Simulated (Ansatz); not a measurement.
A short molecular-dynamics run on FGaH4O2Si, SMILES `[OH][Ga]([F])[O][SiH3]`.

```yaml
crystal:
  periodic: [false, false, false]
  atoms:
    - {symbol: O, position_ang: [-2.341531, 1.494996, 0.865505]}
    - {symbol: Ga, position_ang: [-0.692072, 1.008883, 0.490694]}
    - {symbol: F, position_ang: [0.625127, 2.110476, 0.816806]}
    - {symbol: O, position_ang: [-0.330131, -0.555900, -0.203785]}
    - {symbol: Si, position_ang: [0.985467, -1.406460, -0.688801]}
    - {symbol: H, position_ang: [-2.391487, 2.377690, 1.241328]}
    - {symbol: H, position_ang: [1.721072, -0.677734, -1.756470]}
    - {symbol: H, position_ang: [0.513484, -2.710035, -1.217402]}
    - {symbol: H, position_ang: [1.910091, -1.641927, 0.452135]}
basis:
  gaussian: {orbitals: def2-SVP}
hamiltonian: {xc: {name: PBE}, dispersion: d3bj}
md: {timestep: 0.5 fs, n_steps: 30, ensemble: nvt_nose_hoover, temperature: 700, initial_velocities: maxwell_boltzmann, seed: 2}
```

```sh
$ ansatz run in.yaml --threads 4 --pin off --events-out ev --progress --plain --max-ram 10444MiB
```

| step | time (fs) | potential energy (eV) | kinetic (eV) | T (K) | conserved (eV) |
| --- | --- | --- | --- | --- | --- |
| 0 | 0.0 | -67101.5410 | 0.6334 | 700 | -67100.9076 |
| 1 | 0.5 | -67101.5164 | 0.6095 | 674 | -67100.9069 |
| 2 | 1.0 | -67101.4833 | 0.5773 | 638 | -67100.9060 |
| 3 | 1.5 | -67101.4551 | 0.5496 | 607 | -67100.9055 |
| 4 | 2.0 | -67101.4391 | 0.5333 | 589 | -67100.9058 |
| 5 | 2.5 | -67101.4315 | 0.5250 | 580 | -67100.9065 |
| 6 | 3.0 | -67101.4210 | 0.5139 | 568 | -67100.9072 |
| 7 | 3.5 | -67101.3977 | 0.4904 | 542 | -67100.9074 |
| 8 | 4.0 | -67101.3586 | 0.4516 | 499 | -67100.9071 |
| 9 | 4.5 | -67101.3084 | 0.4020 | 444 | -67100.9065 |
| 10 | 5.0 | -67101.2553 | 0.3495 | 386 | -67100.9060 |
| 11 | 5.5 | -67101.2081 | 0.3027 | 335 | -67100.9056 |
| 12 | 6.0 | -67101.1732 | 0.2680 | 296 | -67100.9054 |
| 13 | 6.5 | -67101.1534 | 0.2482 | 274 | -67100.9054 |
| 14 | 7.0 | -67101.1479 | 0.2424 | 268 | -67100.9057 |
| 15 | 7.5 | -67101.1520 | 0.2462 | 272 | -67100.9062 |
| 16 | 8.0 | -67101.1585 | 0.2522 | 279 | -67100.9067 |
| 17 | 8.5 | -67101.1591 | 0.2525 | 279 | -67100.9071 |
| 18 | 9.0 | -67101.1486 | 0.2421 | 268 | -67100.9071 |
| 19 | 9.5 | -67101.1278 | 0.2220 | 245 | -67100.9065 |
| 20 | 10.0 | -67101.1055 | 0.2005 | 222 | -67100.9057 |
| 21 | 10.5 | -67101.0946 | 0.1903 | 210 | -67100.9051 |
| 22 | 11.0 | -67101.1038 | 0.1995 | 220 | -67100.9052 |
| 23 | 11.5 | -67101.1313 | 0.2263 | 250 | -67100.9060 |
| 24 | 12.0 | -67101.1659 | 0.2603 | 288 | -67100.9067 |
| 25 | 12.5 | -67101.1954 | 0.2896 | 320 | -67100.9071 |
| 26 | 13.0 | -67101.2138 | 0.3083 | 341 | -67100.9070 |
| 27 | 13.5 | -67101.2222 | 0.3172 | 351 | -67100.9066 |
| 28 | 14.0 | -67101.2264 | 0.3221 | 356 | -67100.9061 |
| 29 | 14.5 | -67101.2333 | 0.3295 | 364 | -67100.9058 |
| 30 | 15.0 | -67101.2482 | 0.3448 | 381 | -67100.9057 |

Velocities are drawn at the set temperature; a run this short doesn't reach equilibrium.

Frames (Å, forces in eV/Å):

```xyz
9
time=0.0 fs
O    -2.342    1.495    0.866   -0.535   -0.598   -0.196
Ga   -0.692    1.009    0.491   -0.029    0.161    0.071
F     0.625    2.110    0.817    0.432    0.346    0.101
O    -0.330   -0.556   -0.204   -0.921    0.079    0.122
Si    0.985   -1.406   -0.689    0.684   -0.415   -0.239
H    -2.391    2.378    1.241    0.015    0.677    0.283
H     1.721   -0.678   -1.756    0.197    0.137   -0.263
H     0.513   -2.710   -1.217   -0.084   -0.303   -0.125
H     1.910   -1.642    0.452    0.241   -0.085    0.247
9
time=0.5 fs
O    -2.343    1.494    0.866   -0.434   -1.378   -0.502
Ga   -0.692    1.009    0.491   -0.033    0.150    0.064
F     0.627    2.110    0.817    0.409    0.339    0.099
O    -0.327   -0.555   -0.204   -1.009    0.157    0.186
Si    0.985   -1.406   -0.688    0.588   -0.532   -0.387
H    -2.385    2.372    1.214   -0.060    1.480    0.596
H     1.717   -0.677   -1.753    0.228    0.151   -0.333
H     0.482   -2.704   -1.226    0.037   -0.200   -0.039
H     1.919   -1.619    0.443    0.274   -0.167    0.317
9
time=1.0 fs
O    -2.345    1.492    0.866   -0.362   -1.973   -0.695
Ga   -0.692    1.009    0.491   -0.032    0.142    0.059
F     0.628    2.109    0.817    0.384    0.330    0.097
O    -0.324   -0.554   -0.205   -1.090    0.227    0.247
Si    0.984   -1.406   -0.687    0.501   -0.649   -0.529
H    -2.378    2.370    1.188   -0.109    2.099    0.795
H     1.713   -0.677   -1.750    0.248    0.157   -0.391
H     0.450   -2.699   -1.234    0.165   -0.091    0.050
H     1.929   -1.597    0.435    0.294   -0.241    0.369
9
time=1.5 fs
O    -2.347    1.490    0.866   -0.324   -2.217   -0.734
Ga   -0.693    1.009    0.491   -0.026    0.139    0.057
F     0.630    2.108    0.817    0.360    0.321    0.094
O    -0.322   -0.552   -0.205   -1.161    0.288    0.302
Si    0.983   -1.406   -0.686    0.432   -0.756   -0.663
H    -2.371    2.373    1.164   -0.132    2.366    0.839
H     1.710   -0.676   -1.749    0.258    0.152   -0.434
H     0.419   -2.694   -1.242    0.296    0.015    0.137
H     1.939   -1.575    0.428    0.297   -0.308    0.401
9
time=2.0 fs
O    -2.349    1.488    0.866   -0.311   -2.028   -0.624
Ga   -0.693    1.008    0.492   -0.014    0.142    0.058
F     0.632    2.107    0.816    0.335    0.311    0.091
O    -0.319   -0.551   -0.206   -1.223    0.339    0.352
Si    0.983   -1.406   -0.685    0.385   -0.845   -0.783
H    -2.365    2.381    1.142   -0.135    2.199    0.734
H     1.708   -0.674   -1.748    0.257    0.137   -0.460
H     0.389   -2.689   -1.250    0.425    0.112    0.220
H     1.951   -1.554    0.421    0.281   -0.367    0.412
9
time=2.5 fs
O    -2.351    1.486    0.866   -0.311   -1.454   -0.416
Ga   -0.693    1.008    0.492    0.001    0.153    0.063
F     0.634    2.106    0.816    0.310    0.301    0.087
O    -0.317   -0.550   -0.206   -1.274    0.380    0.396
Si    0.982   -1.406   -0.684    0.363   -0.911   -0.889
H    -2.359    2.395    1.122   -0.131    1.644    0.529
H     1.706   -0.673   -1.748    0.245    0.112   -0.468
H     0.359   -2.684   -1.257    0.550    0.195    0.296
H     1.962   -1.534    0.416    0.246   -0.419    0.400
9
time=3.0 fs
O    -2.353    1.483    0.866   -0.311   -0.643   -0.178
Ga   -0.693    1.008    0.492    0.019    0.171    0.071
F     0.636    2.106    0.816    0.285    0.289    0.083
O    -0.315   -0.549   -0.206   -1.313    0.410    0.434
Si    0.982   -1.406   -0.683    0.369   -0.950   -0.978
H    -2.353    2.413    1.102   -0.130    0.849    0.295
H     1.705   -0.671   -1.750    0.221    0.076   -0.459
H     0.331   -2.678   -1.264    0.667    0.261    0.363
H     1.975   -1.515    0.412    0.194   -0.464    0.369
9
time=3.5 fs
O    -2.355    1.480    0.866   -0.302    0.231    0.034
Ga   -0.693    1.008    0.492    0.036    0.196    0.083
F     0.637    2.105    0.816    0.259    0.277    0.079
O    -0.313   -0.547   -0.206   -1.342    0.429    0.465
Si    0.981   -1.406   -0.682    0.400   -0.960   -1.052
H    -2.348    2.433    1.084   -0.138   -0.011    0.086
H     1.704   -0.668   -1.752    0.189    0.032   -0.433
H     0.305   -2.672   -1.269    0.773    0.309    0.419
H     1.988   -1.497    0.408    0.125   -0.505    0.321
9
time=4.0 fs
O    -2.357    1.478    0.866   -0.282    1.033    0.189
Ga   -0.693    1.008    0.493    0.051    0.227    0.097
F     0.639    2.104    0.816    0.233    0.264    0.075
O    -0.311   -0.546   -0.206   -1.360    0.439    0.490
Si    0.981   -1.406   -0.682    0.453   -0.941   -1.112
H    -2.343    2.452    1.066   -0.156   -0.801   -0.068
H     1.704   -0.666   -1.756    0.149   -0.019   -0.394
H     0.280   -2.665   -1.274    0.867    0.337    0.464
H     2.001   -1.480    0.406    0.045   -0.540    0.259
9
time=4.5 fs
O    -2.359    1.475    0.865   -0.250    1.686    0.281
Ga   -0.693    1.008    0.493    0.063    0.263    0.114
F     0.641    2.104    0.816    0.206    0.251    0.070
O    -0.310   -0.544   -0.207   -1.367    0.439    0.508
Si    0.980   -1.407   -0.681    0.524   -0.896   -1.158
H    -2.339    2.470    1.048   -0.180   -1.443   -0.160
H     1.704   -0.664   -1.761    0.103   -0.074   -0.343
H     0.258   -2.657   -1.278    0.946    0.345    0.498
H     2.014   -1.465    0.403   -0.044   -0.572    0.189
9
time=5.0 fs
O    -2.361    1.473    0.865   -0.209    2.161    0.317
Ga   -0.694    1.008    0.493    0.071    0.303    0.134
F     0.643    2.103    0.816    0.178    0.236    0.065
O    -0.309   -0.543   -0.207   -1.364    0.430    0.520
Si    0.980   -1.407   -0.681    0.607   -0.826   -1.191
H    -2.335    2.484    1.029   -0.210   -1.907   -0.197
H     1.705   -0.662   -1.766    0.055   -0.131   -0.283
H     0.237   -2.648   -1.280    1.010    0.334    0.520
H     2.028   -1.451    0.402   -0.138   -0.599    0.115
9
time=5.5 fs
O    -2.363    1.471    0.865   -0.159    2.456    0.308
Ga   -0.694    1.008    0.493    0.073    0.344    0.156
F     0.645    2.102    0.816    0.149    0.221    0.060
O    -0.308   -0.541   -0.206   -1.350    0.412    0.527
Si    0.980   -1.408   -0.681    0.697   -0.735   -1.214
H    -2.331    2.494    1.010   -0.242   -2.191   -0.190
H     1.705   -0.660   -1.772    0.005   -0.187   -0.219
H     0.219   -2.638   -1.281    1.058    0.303    0.531
H     2.040   -1.438    0.400   -0.231   -0.624    0.041
9
time=6.0 fs
O    -2.366    1.469    0.865   -0.103    2.577    0.265
Ga   -0.694    1.008    0.494    0.071    0.387    0.180
F     0.647    2.102    0.816    0.119    0.205    0.055
O    -0.307   -0.539   -0.206   -1.327    0.386    0.528
Si    0.980   -1.408   -0.680    0.790   -0.624   -1.225
H    -2.328    2.499    0.990   -0.275   -2.300   -0.150
H     1.706   -0.659   -1.779   -0.043   -0.241   -0.152
H     0.204   -2.628   -1.281    1.089    0.254    0.530
H     2.053   -1.427    0.399   -0.321   -0.645   -0.030
9
time=6.5 fs
O    -2.368    1.468    0.865   -0.043    2.527    0.198
Ga   -0.694    1.008    0.494    0.064    0.431    0.206
F     0.649    2.101    0.816    0.088    0.189    0.050
O    -0.306   -0.538   -0.206   -1.294    0.352    0.523
Si    0.979   -1.409   -0.680    0.881   -0.497   -1.226
H    -2.325    2.498    0.970   -0.307   -2.236   -0.088
H     1.706   -0.658   -1.786   -0.088   -0.290   -0.087
H     0.191   -2.617   -1.280    1.103    0.187    0.518
H     2.064   -1.417    0.398   -0.404   -0.662   -0.094
9
time=7.0 fs
O    -2.370    1.467    0.865    0.018    2.304    0.118
Ga   -0.694    1.008    0.494    0.053    0.475    0.234
F     0.651    2.101    0.816    0.057    0.173    0.045
O    -0.306   -0.536   -0.206   -1.252    0.310    0.512
Si    0.979   -1.409   -0.680    0.968   -0.356   -1.217
H    -2.324    2.492    0.950   -0.335   -1.997   -0.013
H     1.706   -0.658   -1.793   -0.129   -0.334   -0.025
H     0.181   -2.606   -1.277    1.099    0.102    0.495
H     2.075   -1.409    0.396   -0.478   -0.677   -0.149
9
time=7.5 fs
O    -2.372    1.466    0.865    0.077    1.901    0.032
Ga   -0.694    1.008    0.495    0.039    0.518    0.264
F     0.653    2.100    0.816    0.025    0.156    0.040
O    -0.305   -0.534   -0.205   -1.203    0.260    0.496
Si    0.979   -1.410   -0.680    1.047   -0.203   -1.197
H    -2.323    2.481    0.930   -0.358   -1.576    0.066
H     1.706   -0.659   -1.800   -0.164   -0.369    0.032
H     0.174   -2.594   -1.274    1.077    0.000    0.461
H     2.084   -1.403    0.394   -0.540   -0.687   -0.195
9
time=8.0 fs
O    -2.375    1.466    0.865    0.130    1.314   -0.049
Ga   -0.694    1.008    0.495    0.022    0.563    0.296
F     0.655    2.100    0.816   -0.006    0.139    0.035
O    -0.305   -0.532   -0.205   -1.145    0.204    0.475
Si    0.979   -1.411   -0.681    1.119   -0.040   -1.166
H    -2.323    2.466    0.910   -0.373   -0.971    0.140
H     1.706   -0.661   -1.807   -0.193   -0.397    0.082
H     0.169   -2.583   -1.269    1.037   -0.117    0.417
H     2.092   -1.398    0.392   -0.590   -0.694   -0.229
9
time=8.5 fs
O    -2.377    1.466    0.865    0.173    0.558   -0.114
Ga   -0.694    1.008    0.495    0.004    0.608    0.329
F     0.657    2.100    0.816   -0.038    0.123    0.030
O    -0.305   -0.530   -0.204   -1.081    0.140    0.448
Si    0.979   -1.411   -0.681    1.180    0.131   -1.126
H    -2.324    2.449    0.890   -0.377   -0.197    0.196
H     1.705   -0.663   -1.814   -0.215   -0.415    0.124
H     0.166   -2.572   -1.263    0.979   -0.250    0.364
H     2.099   -1.395    0.389   -0.626   -0.697   -0.251
9
time=9.0 fs
O    -2.379    1.466    0.866    0.207   -0.310   -0.151
Ga   -0.695    1.008    0.496   -0.014    0.656    0.363
F     0.659    2.099    0.816   -0.069    0.106    0.026
O    -0.306   -0.528   -0.204   -1.010    0.069    0.417
Si    0.980   -1.412   -0.681    1.229    0.306   -1.075
H    -2.326    2.431    0.871   -0.373    0.689    0.222
H     1.703   -0.667   -1.821   -0.229   -0.425    0.156
H     0.166   -2.561   -1.256    0.904   -0.395    0.303
H     2.104   -1.393    0.385   -0.646   -0.696   -0.261
9
time=9.5 fs
O    -2.381    1.466    0.866    0.234   -1.179   -0.152
Ga   -0.695    1.008    0.496   -0.032    0.708    0.399
F     0.661    2.099    0.816   -0.098    0.090    0.021
O    -0.306   -0.526   -0.203   -0.932   -0.009    0.380
Si    0.980   -1.413   -0.682    1.265    0.484   -1.016
H    -2.328    2.415    0.852   -0.362    1.571    0.214
H     1.701   -0.672   -1.827   -0.235   -0.424    0.178
H     0.168   -2.551   -1.249    0.814   -0.549    0.235
H     2.108   -1.394    0.381   -0.652   -0.691   -0.257
9
time=10.0 fs
O    -2.383    1.466    0.866    0.260   -1.881   -0.123
Ga   -0.695    1.008    0.496   -0.050    0.766    0.435
F     0.664    2.098    0.817   -0.126    0.073    0.016
O    -0.306   -0.524   -0.202   -0.849   -0.094    0.337
Si    0.981   -1.413   -0.682    1.283    0.658   -0.951
H    -2.332    2.403    0.834   -0.354    2.283    0.174
H     1.699   -0.677   -1.833   -0.234   -0.414    0.189
H     0.172   -2.543   -1.240    0.713   -0.709    0.164
H     2.110   -1.395    0.376   -0.642   -0.681   -0.241
9
time=10.5 fs
O    -2.385    1.465    0.866    0.291   -2.245   -0.081
Ga   -0.695    1.008    0.497   -0.067    0.830    0.472
F     0.666    2.098    0.817   -0.152    0.058    0.011
O    -0.307   -0.522   -0.201   -0.760   -0.186    0.290
Si    0.981   -1.414   -0.683    1.282    0.824   -0.883
H    -2.336    2.396    0.816   -0.356    2.650    0.122
H     1.696   -0.684   -1.838   -0.226   -0.395    0.189
H     0.178   -2.536   -1.232    0.604   -0.868    0.091
H     2.111   -1.399    0.371   -0.615   -0.668   -0.211
9
time=11.0 fs
O    -2.387    1.465    0.866    0.331   -2.167   -0.053
Ga   -0.695    1.008    0.497   -0.084    0.901    0.508
F     0.667    2.098    0.817   -0.176    0.043    0.007
O    -0.308   -0.520   -0.201   -0.667   -0.285    0.237
Si    0.982   -1.414   -0.684    1.254    0.975   -0.815
H    -2.342    2.395    0.798   -0.368    2.569    0.084
H     1.692   -0.691   -1.843   -0.210   -0.368    0.179
H     0.185   -2.531   -1.223    0.493   -1.019    0.022
H     2.110   -1.404    0.365   -0.573   -0.650   -0.169
9
time=11.5 fs
O    -2.389    1.464    0.865    0.372   -1.676   -0.061
Ga   -0.695    1.008    0.497   -0.099    0.979    0.543
F     0.669    2.097    0.817   -0.198    0.028    0.002
O    -0.309   -0.518   -0.200   -0.570   -0.389    0.181
Si    0.983   -1.415   -0.685    1.197    1.101   -0.752
H    -2.348    2.401    0.781   -0.387    2.069    0.084
H     1.688   -0.700   -1.848   -0.188   -0.332    0.158
H     0.194   -2.529   -1.215    0.387   -1.152   -0.040
H     2.108   -1.411    0.359   -0.515   -0.628   -0.114
9
time=12.0 fs
O    -2.391    1.462    0.865    0.407   -0.908   -0.113
Ga   -0.695    1.009    0.498   -0.114    1.061    0.576
F     0.671    2.097    0.817   -0.217    0.014   -0.002
O    -0.310   -0.516   -0.199   -0.470   -0.498    0.120
Si    0.983   -1.415   -0.685    1.105    1.194   -0.698
H    -2.355    2.412    0.764   -0.401    1.286    0.130
H     1.683   -0.709   -1.852   -0.160   -0.288    0.126
H     0.203   -2.530   -1.206    0.293   -1.259   -0.091
H     2.104   -1.419    0.352   -0.443   -0.602   -0.048
9
time=12.5 fs
O    -2.393    1.461    0.865    0.426   -0.044   -0.200
Ga   -0.696    1.009    0.498   -0.128    1.145    0.607
F     0.673    2.097    0.817   -0.236    0.001   -0.006
O    -0.311   -0.515   -0.198   -0.368   -0.609    0.056
Si    0.984   -1.415   -0.686    0.975    1.246   -0.656
H    -2.363    2.426    0.747   -0.401    0.402    0.211
H     1.678   -0.719   -1.856   -0.126   -0.238    0.086
H     0.213   -2.533   -1.198    0.216   -1.330   -0.126
H     2.100   -1.428    0.346   -0.358   -0.573    0.028
9
time=13.0 fs
O    -2.395    1.459    0.865    0.427    0.769   -0.305
Ga   -0.696    1.009    0.499   -0.143    1.230    0.636
F     0.675    2.096    0.817   -0.253   -0.013   -0.010
O    -0.312   -0.513   -0.197   -0.266   -0.721   -0.009
Si    0.986   -1.415   -0.687    0.807    1.248   -0.630
H    -2.372    2.440    0.731   -0.383   -0.433    0.311
H     1.673   -0.730   -1.860   -0.088   -0.183    0.038
H     0.223   -2.540   -1.190    0.162   -1.357   -0.144
H     2.094   -1.439    0.339   -0.262   -0.540    0.113
9
time=13.5 fs
O    -2.397    1.458    0.865    0.412    1.442   -0.410
Ga   -0.696    1.010    0.499   -0.158    1.312    0.662
F     0.677    2.096    0.817   -0.269   -0.027   -0.014
O    -0.313   -0.511   -0.196   -0.165   -0.833   -0.075
Si    0.987   -1.415   -0.688    0.604    1.198   -0.619
H    -2.382    2.454    0.715   -0.350   -1.130    0.413
H     1.667   -0.741   -1.863   -0.048   -0.123   -0.016
H     0.234   -2.550   -1.182    0.133   -1.335   -0.142
H     2.088   -1.452    0.333   -0.160   -0.504    0.202
9
time=14.0 fs
O    -2.398    1.456    0.865    0.389    1.939   -0.504
Ga   -0.696    1.010    0.500   -0.174    1.390    0.686
F     0.679    2.095    0.817   -0.285   -0.040   -0.018
O    -0.314   -0.510   -0.195   -0.065   -0.942   -0.140
Si    0.988   -1.415   -0.689    0.371    1.095   -0.622
H    -2.392    2.465    0.701   -0.306   -1.651    0.504
H     1.662   -0.752   -1.867   -0.006   -0.062   -0.074
H     0.245   -2.563   -1.174    0.129   -1.263   -0.123
H     2.082   -1.465    0.327   -0.054   -0.466    0.292
9
time=14.5 fs
O    -2.400    1.456    0.865    0.362    2.253   -0.579
Ga   -0.696    1.010    0.500   -0.190    1.462    0.707
F     0.681    2.095    0.817   -0.301   -0.053   -0.022
O    -0.315   -0.509   -0.194    0.032   -1.047   -0.205
Si    0.989   -1.415   -0.691    0.120    0.942   -0.635
H    -2.404    2.472    0.687   -0.256   -1.989    0.575
H     1.656   -0.763   -1.871    0.036    0.000   -0.132
H     0.257   -2.579   -1.167    0.148   -1.143   -0.089
H     2.075   -1.480    0.322    0.049   -0.425    0.379
9
time=15.0 fs
O    -2.402    1.455    0.864    0.338    2.391   -0.630
Ga   -0.696    1.011    0.501   -0.207    1.525    0.726
F     0.682    2.095    0.817   -0.316   -0.066   -0.025
O    -0.316   -0.508   -0.193    0.124   -1.145   -0.266
Si    0.990   -1.415   -0.692   -0.137    0.746   -0.651
H    -2.416    2.474    0.675   -0.207   -2.149    0.622
H     1.650   -0.775   -1.875    0.077    0.060   -0.189
H     0.269   -2.598   -1.160    0.183   -0.980   -0.043
H     2.069   -1.495    0.317    0.144   -0.382    0.457
```

Hardware: 4 threads of an Intel Xeon Platinum 8488C on a shared host. Wall time 28 s, peak host memory 0.19 GiB.
